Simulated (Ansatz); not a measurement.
`F[SiH2]P` + `CC` → `CC[SiH2]P` + H–F at 700 K and 1 bar (formal exchange of groups at the Si–F bond).

Gas-phase electronic energies from Ansatz, PBE0-D4/def2-TZVP geometries. CCSD(T)/CBS adds triple-zeta CCSD(T) − MP2 to the extrapolated MP2 energy (def2 sets, frozen cores). This one scheme is used for every species. Each species was taken in one conformer, which may not be the lowest.

```
    species  CCSD(T)/CBS energy (Eh)  H − E (kJ/mol)  S (J/(mol·K))
 `F[SiH2]P`               -732.27050           154.8          385.4
       `CC`                -79.71954           238.1          289.3
`CC[SiH2]P`               -711.54406           349.7          483.1
        H–F               -100.39570            45.2          198.5
```

H − E and S are ideal-gas, rigid-rotor, harmonic terms from PBE0-D4/def2-TZVP, for one conformer and one mirror image of each species. 1 Eh = 2625.50 kJ/mol, R = 8.31446 J/(mol·K).

**Question.** By hand: ΔE, ΔH, ΔS and ΔG.

**Answer.** ΔE = (-711.54406) + (-100.39570) − (-732.27050) − (-79.71954) = 0.05028 Eh = 132.0 kJ/mol. Δ(H − E) = 349.7 + 45.2 − 154.8 − 238.1 = 2.0, so ΔH = 134.0 kJ/mol. ΔS = 483.1 + 198.5 − 385.4 − 289.3 = 6.9 J/(mol·K). ΔG = 134.0 − 700 × (6.9)/1000 = 129.2 kJ/mol.

**Question.** By hand: the equilibrium constant, and the temperature at which ΔG would vanish if ΔH and ΔS stayed fixed.

**Answer.** log₁₀ K = −ΔG/(RT ln 10) = -9.6. ΔG = 0 at ΔH/ΔS = 19420 K, far beyond where these terms or the molecules hold.

The number of gas molecules stays the same, so ΔS is small and ΔH decides. A doubt of 5 kJ/mol in ΔE shifts log₁₀ K by 0.4 here. Other conformers and mirror images would add mixing entropy, several J/(mol·K) or more a flexible species. These are equilibria of isolated gas molecules and say nothing of rates. Largest T1 diagnostic: 0.013 (customary marks: 0.02 for closed shells, 0.045 for open ones).
